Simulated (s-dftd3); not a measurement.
C$_{8}$H$_{11}$, doublet, at a GFN2-xTB geometry; D3(bj) for b3lyp run with s-dftd3.

s-dftd3 was given this input:
```
$ s-dftd3 mol.xyz --bj b3lyp --json dftd3.json --noedisp --grad

# file mol.xyz
19

C     -0.68815944     1.44991700     0.00095012
C      0.56583363     1.73356518     0.08871167
C      1.79109929     0.82554795     0.02487085
C      1.50500812    -0.60403953    -0.43816026
C      0.68712500    -1.36153488     0.56004900
C     -0.63005444    -1.50643390     0.52504570
C     -1.52106882    -0.88989058    -0.50082297
C     -1.84058581     0.59003881    -0.12756873
H      0.86302146     2.77101086     0.24522411
H      2.24134249     0.80682351     1.02225618
H      2.51200778     1.28723892    -0.65609232
H      0.99788479    -0.56333120    -1.40313238
H      2.46151711    -1.11561175    -0.57772975
H      1.24644255    -1.80315380     1.37471746
H     -1.12555719    -2.05542199     1.31466840
H     -1.05287984    -0.90382031    -1.48591503
H     -2.46618753    -1.43242675    -0.56048331
H     -2.38269051     0.59355470     0.82431665
H     -2.51008613     0.99211757    -0.89628244
```

What the program printed (banner, timings and long lists left out):

```
-----------------------------------
 s i m p l e   D F T - D 3  v1.4.0
-----------------------------------

Rational (Becke-Johnson) damping: b3lyp-D3(BJ)
---------------------
  s6         1.0000
  s8         1.9889
  s9         0.0000
  a1         0.3981
  a2         4.4211
 alp        14.0000
--------------------

Dispersion energy:      -3.2671667508975E-02 Eh

Gradient norm:           2.7001407327932E-03 Eh/a0
--------------------------------------------------
     #    Z           dE/dx      dE/dy      dE/dz
--------------------------------------------------
     1    6 C    -4.785E-04  9.258E-04  2.679E-05
     2    6 C     3.731E-04  9.842E-04  7.531E-05
     3    6 C     5.990E-04  3.360E-04 -5.169E-06
     4    6 C     6.287E-04 -2.556E-04 -1.301E-04
     5    6 C     3.860E-04 -7.569E-04  2.753E-04
     6    6 C    -3.234E-04 -7.840E-04  2.547E-04
     7    6 C    -5.755E-04 -2.985E-04 -1.401E-04
     8    6 C    -7.313E-04  2.370E-04 -5.501E-05
     9    1 H     4.734E-05  2.903E-04  3.604E-05
    10    1 H     3.159E-04  1.566E-04  1.469E-04
    11    1 H     2.781E-04  1.531E-04 -7.654E-05
    12    1 H     2.711E-04 -1.690E-04 -3.288E-04
    13    1 H     2.911E-04 -1.538E-04 -1.084E-04
    14    1 H     1.206E-04 -2.885E-04  2.215E-04
    15    1 H    -8.685E-05 -2.979E-04  2.121E-04
    16    1 H    -2.369E-04 -2.035E-04 -3.199E-04
    17    1 H    -2.655E-04 -1.768E-04 -9.578E-05
    18    1 H    -3.334E-04  1.568E-04  1.087E-04
    19    1 H    -2.795E-04  1.447E-04 -9.763E-05
--------------------------------------------------

Virial:
--------------------------------------------------
      component           x          y          z
--------------------------------------------------
          x       1.953E-02  8.633E-04  6.269E-04
          y       8.633E-04  1.757E-02 -8.278E-04
          z       6.269E-04 -8.278E-04  4.632E-03
--------------------------------------------------

[Info] JSON dump of results written to 'dftd3.json'
```
